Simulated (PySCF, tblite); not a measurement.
Isomers of C5H14P2, one GFN2-xTB conformer each. Single-point energies are computed at PBE0/pcSseg-1 (PySCF, gas phase, no added dispersion term), electronic only.

**Question.** Rank them by PBE0/pcSseg-1 energy, lowest first (kcal/mol).
A. `[CH3:1][CH2:2][CH2:3][PH:4][CH2:5][CH2:6][PH2:7]` with C1–C2–C3–P4 58°, C2–C3–P4–C5 74°, C3–P4–C5–C6 159°, P4–C5–C6–P7 59°, C5–C6–P7–H 39° and -53°
B. `[CH3:1][CH2:2][P:3]([CH2:4][CH3:5])[CH2:6][PH2:7]` with C1–C2–P3–C4 86°, C2–P3–C4–C5 -177°, C2–P3–C6–P7 90°, P3–C6–P7–H -42° and 50°
C. `[CH3:1][CH2:2][P:3]([CH3:4])[CH2:5][CH2:6][PH2:7]` with C1–C2–P3–C4 -77°, C2–P3–C5–C6 -80°, P3–C5–C6–P7 -178°, C5–C6–P7–H 168° and 75°

**Answer.** C (0.0), B (0.4), A (6.5).

Neighbours under 2.5 kcal/mol apart (CCP(C)CCP and CCP(CC)CP) can change places with a better method, another conformer or zero-point energy. GFN2-xTB itself gives, in the same order: 1.0, 1.5, 0.0. GFN2-xTB puts CCCPCCP lowest instead; measured from each level's own lowest isomer, the values differ by up to 6.5 kcal/mol (CCCPCCP: 0.0 against 6.5).

**Question.** Which frontier levels, dipoles and rotational constants go with these structures?

**Answer.** 
```json
{"SMILES": "CCP(C)CCP", "HOMO (eV, PBE0/pcSseg-1)": "-6.59", "LUMO (eV)": "0.52", "dipole (D)": "0.74", "A, B, C (MHz)": "3392, 700.1, 623.5"}
{"SMILES": "CCP(CC)CP", "HOMO (eV, PBE0/pcSseg-1)": "-6.67", "LUMO (eV)": "0.57", "dipole (D)": "1.80", "A, B, C (MHz)": "1826, 1155, 769.6"}
{"SMILES": "CCCPCCP", "HOMO (eV, PBE0/pcSseg-1)": "-6.65", "LUMO (eV)": "0.57", "dipole (D)": "2.36", "A, B, C (MHz)": "3428, 728.6, 690.3"}
```

**Question.** What happens when harmonic zero-point energies from GFN2-xTB frequencies are added?

**Answer.** 
```csv
SMILES,ZPE (kcal/mol),electronic (kcal/mol),with ZPE (kcal/mol)
CCP(C)CCP,109.6,0.0,0.0
CCP(CC)CP,109.8,0.4,0.6
CCCPCCP,109.6,6.5,6.5
```

The zero-point energies span 0.2 kcal/mol. The order is unchanged.

**Question.** As an exercise, what shares would exp(−E/RT) give at 1000 K from these electronic energies alone (no entropy, no degeneracies)?

**Answer.** RT = 1.987 kcal/mol: CCP(C)CCP 54.3 %, CCP(CC)CP 43.6 %, CCCPCCP 2.1 %.
